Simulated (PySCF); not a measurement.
Isomers of C6H9NSi, mass 123.050 u with the commonest isotopes. Method used: PBE0-D3(BJ)/def2-SVP geometry optimisation, gas phase in PySCF 2.14.0. One conformer each, none proved a minimum here; rigid rotors.

Question: Order these by rotational constant A, smallest first.
A. `[N:1]#[C:2][C@:3]1([CH2:4][SiH3:5])[C@@H:6]2[CH2:7][C@H:8]12` with C2–C3–C4–Si5 67°
B. `[CH:1]#[C:2]/[C:3](=[N:4]/[SiH3:5])[CH:6]1[CH2:7][CH2:8]1` with C2–C3–C6–C7 -35°
C. `[CH:1]#[C:2]/[C:3](=[N:4]\[SiH3:5])[CH:6]1[CH2:7][CH2:8]1` with C2–C3–C6–C7 -36°
D. `[CH:1]#[C:2][SiH2:3]/[N:4]=[CH:5]/[CH:6]=[CH:7]/[CH3:8]` with C2–Si3–N4–C5 -119°, N4–C5–C6–C7 -1°
E. `[CH3:1][SiH2:2][c:3]1[cH:4][cH:5][cH:6][cH:7][n:8]1` with C1–Si2–C3–C4 -131°

Answer: B (2482 MHz), A (2636 MHz), C (3092 MHz), D (3984 MHz), E (4068 MHz).

Question: Order these by rotational constant C, smallest first.
A. `[CH:1]#[C:2]/[C:3](=[N:4]\[SiH3:5])[CH:6]1[CH2:7][CH2:8]1` with C2–C3–C6–C7 -36°
B. `[CH:1]#[C:2][SiH2:3]/[N:4]=[CH:5]/[CH:6]=[CH:7]/[CH3:8]` with C2–Si3–N4–C5 -119°, N4–C5–C6–C7 -1°
C. `[N:1]#[C:2][C@:3]1([CH2:4][SiH3:5])[C@@H:6]2[CH2:7][C@H:8]12` with C2–C3–C4–Si5 67°
D. `[SiH3:1][CH2:2][c:3]1[cH:4][cH:5][cH:6][n:7][cH:8]1` with Si1–C2–C3–C4 -85°

Answer: B (574.2 MHz), A (839.4 MHz), D (910.6 MHz), C (997.6 MHz).

Question: Order these by out-of-plane moment Σ m c² = (Ia + Ib − Ic)/2, smallest first.
A. `[CH3:1][SiH2:2][c:3]1[cH:4][cH:5][cH:6][cH:7][n:8]1` with C1–Si2–C3–C4 -131°
B. `[CH:1]#[C:2]/[C:3](=[N:4]\[SiH3:5])[CH:6]1[CH2:7][CH2:8]1` with C2–C3–C6–C7 -36°
C. `[SiH3:1][CH2:2][c:3]1[cH:4][cH:5][n:6][cH:7][cH:8]1` with Si1–C2–C3–C4 87°
D. `[CH:1]#[C:2][SiH2:3]/[N:4]=[CH:5]/[CH:6]=[CH:7]/[CH3:8]` with C2–Si3–N4–C5 -119°, N4–C5–C6–C7 -1°
E. `[SiH3:1][CH2:2][c:3]1[cH:4][cH:5][cH:6][n:7][cH:8]1` with Si1–C2–C3–C4 -85°
F. `[N:1]#[C:2][C@:3]1([CH2:4][SiH3:5])[C@@H:6]2[CH2:7][C@H:8]12` with C2–C3–C4–Si5 67°

Answer: A (19.31 u·Å²), B (22.67 u·Å²), D (23.74 u·Å²), E (35.39 u·Å²), C (36.03 u·Å²), F (38.98 u·Å²).

```csv
SMILES,point group,Ia (u·Å²),Ib (u·Å²),Ic (u·Å²),κ,μa (D),μb (D),μc (D)
C#C[SiH2]/N=C/C=C/C,C1,126.84,800.75,880.11,-0.97,1.87,0.34,0.77
N#C[C@]1(C[SiH3])[C@@H]2C[C@@H]21,C1,191.72,392.83,506.60,-0.65,0.15,4.45,0.80
[SiH3]Cc1cccnc1,C1,125.26,500.52,555.01,-0.94,1.13,1.77,0.87
C#C/C(=N\[SiH3])C1CC1,near Cs,163.47,483.93,602.05,-0.82,1.81,1.48,0.01
C#C/C(=N/[SiH3])C1CC1,near Cs,203.64,438.91,597.22,-0.63,2.11,1.32,0.01
C[SiH2]c1ccccn1,C1,124.23,466.16,551.77,-0.89,1.60,0.75,0.84
[SiH3]Cc1ccncc1,near Cs,123.56,506.51,558.01,-0.94,2.26,0.07,1.17
```
